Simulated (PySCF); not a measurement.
**Radial density of Dy²⁺ (dysprosium, charge +2)**

UHF, [Xe] 4f9 6s1, one real determinant (an excited configuration). Calculation: PySCF 2.14, in x2c-TZVPPall with one added diffuse shell each of s, p, d, f type (12s8p8d5f2g, 129 functions); the spin-free X2C one-electron Hamiltonian (Gaussian nucleus).

| r (bohr) | 4πr²ρ (e/bohr) | 4πr²(ρα − ρβ) |
| --- | --- | --- |
| 0.0253 | 78.09 | 0.0030 |
| 0.0426 | 95.31 | 0.0093 |
| 0.0716 | 116.1 | 0.0044 |
| 0.120 | 88.33 | 0.0904 |
| 0.203 | 101.4 | 1.0642 |
| 0.341 | 45.68 | 4.4601 |
| 0.573 | 51.05 | 6.6799 |
| 0.964 | 17.02 | 3.5100 |
| 1.62 | 6.580 | 0.4989 |
| 2.73 | 0.8574 | 0.3488 |
| 4.59 | 0.1809 | 0.1799 |
| 7.71 | 0.0008527 | 0.0008 |
| 13.0 | 8.193e-05 | 0.0001 |

Densities and radii are taken from the X2C orbitals without a picture-change correction, which distorts them close to the nucleus.

⟨L²⟩ = 24.10 against 30 for a pure H term, so this real determinant mixes terms. Spin-orbit coupling, absent here, splits the open shell strongly.
